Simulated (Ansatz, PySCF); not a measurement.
C2H8O2Si2. Atoms are numbered in the order given.

```xyz
14

C      1.6589     0.1981    -1.8699
C      1.1888     1.0023    -0.9025
Si     0.6421     0.3378     0.7700
O      1.3057    -1.1866     1.0069
Si    -1.6780     0.0346     0.5564
O     -1.9123    -0.6052    -0.9772
H      1.7933    -0.8763    -1.6970
H      1.9418     0.5702    -2.8612
H      1.0713     2.0723    -1.1249
H      1.0581     1.3010     1.8379
H      2.2697    -1.2333     1.0346
H     -2.3642     1.3563     0.7201
H     -2.2647    -0.9158     1.5394
H     -1.2359    -0.3570    -1.6214
```
Charge 0, spin multiplicity 1.

Coordinates come from a B3LYP-D3(BJ)/def2-SVP optimisation. The structure was generated by enumeration; whether it is a known compound was not checked. Other conformers were not sampled.

Vertical ionisation energy (IE) and electron affinity (EA) in eV. Rows of orbital energies are one-electron estimates. Where ΔSCF, EOM or ADC give a negative EA the extra electron is unbound and the value depends on the basis.

```
level                                                                  IE     EA
-------------------------------------------------------------------  ----  -----
−ε(HOMO), −ε(LUMO), PBE0/def2-TZVP (PySCF)                           7.49   1.02
−ε(HOMO), −ε(LUMO), PBE/def2-TZVP (PySCF)                            6.34   1.95
ΔSCF, PBE0/def2-SVPD (Ansatz), final states of multiplicity 2 and 2  9.36  -0.59
ΔSCF, PBE/def2-SVPD (Ansatz), final states of multiplicity 2 and 2   9.04  -0.43
```

What vertical singlet–triplet gap does ΔSCF give with PBE0/def2-SVPD (Ansatz, an electronic-structure program) and with PBE/def2-SVPD (Ansatz)? (An estimate is asked for; the answer gives what the named calculation found.)

4.01 and 4.06 eV (triplet above singlet where positive).
